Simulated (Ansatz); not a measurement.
The cluster Cu2Te⁻, relaxed as a doublet with UKS PBE0-D4/def2-TZVPD in Ansatz, starting from the GFN2-xTB geometry. Force threshold 0.02 eV/Å.

In the def2 sets Te takes a core potential; there is no spin–orbit coupling. Another isomer (doublet) lies 0.43 eV lower at PBE0-D4/def2-TZVPD; other spin states weren't run for this one.

Start:

```xyz
3

Cu   -0.061    0.049   -0.105
Cu   -1.114    0.957   -2.016
Te    1.175   -1.005    2.121
```

```csv
step,energy (eV),largest force component (eV/Å),SCF passes
1,-96564.8526,0.714,25
2,-96564.9778,0.499,34
3 (rejected),-96564.9481,0.971,40
4,-96565.0347,0.097,34
5,-96565.0357,0.040,30
6,-96565.0360,0.001,36
```

Force components are those of the run's own axes.

End:

Cartesian coordinates in Å:
```
Cu -0.0141 0.0120 -0.0254
Cu -1.0722 0.9192 -1.9383
Te 1.0864 -0.9312 1.9637
```

By distances, no bond broke or formed. The bond that changes most is Cu1–Te3, from 2.76 to 2.46 Å (atoms count from 1).

No frequencies were taken in this run, so the end may be a saddle point.

Hardware: 2 threads of Arm Neoverse V1 on a shared host. Wall time 56 s, peak host memory 0.56 GiB.
